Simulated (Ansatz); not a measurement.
One change: `CO[Si](F)(S)Cl` becomes `CO[Si](S)(Cl)OC`.

Ansatz, PBE0-D4/def2-TZVP geometries, multiplicity 1. Each molecule was computed in one conformer, which needn't be the lowest.

| property | `CO[Si](F)(S)Cl` |
| --- | --- |
| size of the dipole moment (ωB97M-V/def2-TZVPP) / D | 2.05 |
| LUMO energy (PBE0/def2-TZVPP) / eV | -0.03 |
| LUMO energy (B3LYP/def2-TZVPP) / eV | -0.28 |
| HOMO–LUMO gap (PBE/def2-TZVPP) / eV | 5.81 |
| LUMO energy (PBE/def2-TZVPP) / eV | -0.99 |
| size of the dipole moment (PBE/def2-TZVPP) / D | 1.95 |

Q: What does the change do to each property? (Estimate.)

A: The calculation gave: 
```tsv
property	`CO[Si](S)(Cl)OC`	shift
size of the dipole moment (ωB97M-V/def2-TZVPP) / D	1.15	-0.90
LUMO energy (PBE0/def2-TZVPP) / eV	0.26	0.29
LUMO energy (B3LYP/def2-TZVPP) / eV	0.00	0.28
HOMO–LUMO gap (PBE/def2-TZVPP) / eV	5.79	-0.02
LUMO energy (PBE/def2-TZVPP) / eV	-0.71	0.28
size of the dipole moment (PBE/def2-TZVPP) / D	1.07	-0.88
```

With PBE0 the HOMO rises by 0.34 eV and the LUMO rises by 0.29 eV, so the gap narrows by about 0.05 eV. PBE moves the HOMO by 0.31 eV and ωB97M-V by 0.33 eV. Dipoles are sizes alone; their direction can turn.

B3LYP here is the variant with VWN-RPA as its local correlation; programs differ in this.
